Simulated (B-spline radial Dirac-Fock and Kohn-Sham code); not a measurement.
These are calculated numbers from a radial atomic solver; the model is multi-electron Dirac-Fock with separately optimised hole states, Breit and Lamb-shift corrections added in first order. Free neutral atoms.

Question: Order these X-ray lines by photon energy, lowest first.
A. Ge Lβ1
B. Er Mζ1
C. Ga Lα2
D. Cu Lβ6
E. Zn Lβ6
F. La Mζ2

Answer: F (628.9 eV), D (932.3 eV), E (1020.7 eV), B (1083.2 eV), C (1099.7 eV), A (1220.8 eV).
